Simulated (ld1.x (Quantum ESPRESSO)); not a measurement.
Cu: one change to a PAW potential, before and after

* Element: copper (Cu)
* Generator: ld1.x (Quantum ESPRESSO) 7.5
* Type: PAW
* Functional: PBE
* Relativity: scalar-relativistic
* Frozen core: [Ar]
* Valence charge: 11
* Reference configuration: 3d10 4s1 4p0
* Partial waves: 4s (bound): rcut 2.05, rcutus 2.40 bohr; 4s channel at 1.1 Ry: rcut 2.05, rcutus 2.40 bohr; 4p (bound, empty): rcut 3.55, rcutus 4.25 bohr; 4p channel at 4.7 Ry: rcut 3.55, rcutus 4.25 bohr; 3d (bound): rcut 1.35, rcutus 1.65 bohr; 3d channel at 0.2 Ry: rcut 1.35, rcutus 1.65 bohr
* Local potential: all-electron potential smoothed inside 2.10 bohr (lloc = -1)
* Core correction: Bessel-smoothed model core, default radius (core density twice the valence density)
* Augmentation charge: PSQ, inside the norm-conserving radii

Change: waves 4p (bound): rcut 2.76, rcutus 2.92 bohr; 4p channel at 4.7 Ry: rcut 2.76, rcutus 2.92 bohr.

Cutoffs: the cutoffs (Ry, on a coarse ladder) from which the occupation-weighted sum of valence levels, in a spherical-Bessel basis at the reference potential, stays within 10 and 1 mRy of its value at 400 Ry; they do not see the model core or the augmentation charge, which bear on the density cutoff. Errors are all-electron minus pseudo energies relative to the spin-unpolarised reference configuration.

Q: How do hardness, ghosts and transferability respond?

A: The potential gets neither clearly harder nor softer (40 Ry and 70 Ry → 40 Ry and 70 Ry); the bound ghost in p disappears; of the 7 tests that both files solve, the error grows in 0 and shrinks in 1 by more than 15 % and 0.3 meV (median size 55.6 → 55.6 meV).

| quantity | base | changed |
| --- | --- | --- |
| cutoff, loose | 40 Ry | 40 Ry |
| cutoff, tight | 70 Ry | 70 Ry |
| bound ghosts | p | none |
| error for 3d10 4s0 4p0, meV [ΔE 8.15 eV] | -7.4 | -7.4 |
| error for 3d9 4s0 4p0, meV [ΔE 29.48 eV] | -56 | -56 |
| error for 3d8 4s0 4p0, meV [ΔE 68.50 eV] | -531 | -531 |
| error for 3d7 4s0 4p0, meV [ΔE 128.21 eV] | -2036 | -2036 |
| error for 3d10 4s0 4p1, meV [ΔE 4.14 eV] | -21 | -2.1 |
| error for 3d9 4s1 4p0, meV [ΔE 11.58 eV] | -56 | -56 |
| error for 3d10 4s0.5 4p0, meV [ΔE 3.16 eV] | -1.8 | -1.8 |
| lowest overlap eigenvalue by channel | s 0.39, p 0.02, d 1.00 | s 0.39, p 0.52, d 1.00 |

Base: These tests converged, but a pseudo level misses the all-electron one widely, so the file describes the atom poorly there or has found another state: 3d8 4s0 4p0: empty 4p by 5.1 eV (a node warning on the way); 3d7 4s0 4p0: empty 4p by 12.1 eV. A true bound ghost makes a file unfit for plane-wave use even where its test errors are small: the radial tests pick states by their node count and pass the ghost by.
